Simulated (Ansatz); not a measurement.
Diatomic ZrSn, multiplicity 5 (lowest of 2S+1 = 1, 3, 5, 7 at PBE0/def2-TZVPP; our sources give no spin for the ground state, which may be another). No spin–orbit coupling.

Constants: fifth-degree fit in 1/R to seven points, most abundant isotopes. In def2 and cc sets the state is the lowest found near the PBE0 minimum, followed along R.

The values were computed with Ansatz (a program for electronic structure) with Gaussian orbitals. Values without a source in brackets are computed. In def2 rows elements past Kr take small-core potentials, without spin–orbit coupling.

Energies at BHLYP/def2-TZVPP:

```csv
R (Å),E (hartree)
2.579186,-261.06358769
2.648519,-261.06855173
2.712306,-261.07111088
2.784412,-261.07216793
2.856518,-261.07171099
2.939718,-261.06979341
3.036784,-261.06626976
```

Problem. With a reduced mass of 51.3795 u, find the minimum, the force constant and the constants.

Solution. A fifth-degree polynomial in 1/R puts the minimum at r_e = 2.7957 Å with force constant 121 N/m. Then ω_e = (1/2πc)√(k/μ) = 200 cm⁻¹ and B_e = h/(8π²cμr_e²) = 0.04198 cm⁻¹; the cubic and quartic terms give α_e = 0.00014 and ω_e x_e = 0.61 cm⁻¹.
